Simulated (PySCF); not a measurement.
# Levels of Pb⁷⁹⁺ from EOM-EA-GCCSD

Reference: closed-shell Pb⁸⁰⁺, 1s2; one electron is added. Calculated with PySCF 2.14, two-component X2C-1e with screened spin-orbit coupling, an uncontracted even-tempered set (16 s from 32 bohr⁻², ratio 2.6; 13 p from 42 bohr⁻², ratio 2.6; 6 d from 43 bohr⁻², ratio 2.8; 3 f from 1800 bohr⁻², ratio 2.8); frozen nothing; the 30 highest virtual spinors dropped; of the others 56 kept and the rest restored at second order. No Breit or QED terms. Binding energies in eV.

| level | Koopmans | second order | EOM-CCSD |
| --- | --- | --- | --- |
| 2s1/2 | 24975.6 | 24975.9 | 24975.9 |
| 2p1/2 | 24759.2 | 24759.8 | 24759.8 |
| 2p3/2 | 22304.9 | 22305.3 | 22305.3 |

Electric-dipole lines between these computed levels:

```csv
lower,upper,ΔE (eV),vacuum wavelength (nm)
2s1/2,2p1/2,216.09,5.738
2s1/2,2p3/2,2670.6,0.4643
```

For comparison, the ionisation energy of Pb⁷⁹⁺ is 24938.2 ± 0.4 eV (theoretical estimate listed by NIST; NIST Atomic Spectra Database, ionization energies).

Only part of the computed levels is shown.
